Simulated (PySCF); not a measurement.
Scan of H4N (cation, charge +1), singlet: flattening of a tetrahedron along the D2d path, bond length relaxed. Scanned: the two opposite H-N-H angles (109.47 = tetrahedral, 180 = square planar). Other coordinates (N-H bond length) were minimised at PBE0/def2-TZVP.

Levels of theory: PBE/cc-pVTZ (PySCF); PBE0/cc-pVTZ (PySCF); CCSD(T) on RHF/cc-pVTZ, 1 core orbital frozen (PySCF).

Energies relative to the lowest point of each profile, in kJ/mol; the last columns give the difference from CCSD(T):

```
a / °     PBE   PBE0  CCSD(T)  PBE − CCSD(T)  PBE0 − CCSD(T)
------  -----  -----  -------  -------------  --------------
90       64.7   67.0     68.2           -3.6            -1.2
95       35.4   36.6     37.3           -2.0            -0.7
100      15.0   15.5     15.8           -0.9            -0.3
105       3.3    3.4      3.5           -0.2            -0.1
109.47    0.0    0.0      0.0            0.0             0.0
115       4.9    5.1      5.2           -0.3            -0.1
120      17.6   18.3     18.7           -1.1            -0.4
130      64.7   67.3     68.9           -4.2            -1.6
140     137.2  142.7    146.4           -9.2            -3.7
150     228.6  237.5    244.6          -16.0            -7.1
160     328.2  340.5    352.7          -24.5           -12.2
170     416.2  430.4    449.4          -33.2           -19.0
```

PBE is furthest from CCSD(T) at 170 (-33.2 kJ/mol, below); its mean absolute difference over the points is 7.9 kJ/mol.

PBE0 is furthest from CCSD(T) at 170 (-19.0 kJ/mol, below); its mean absolute difference over the points is 3.9 kJ/mol.
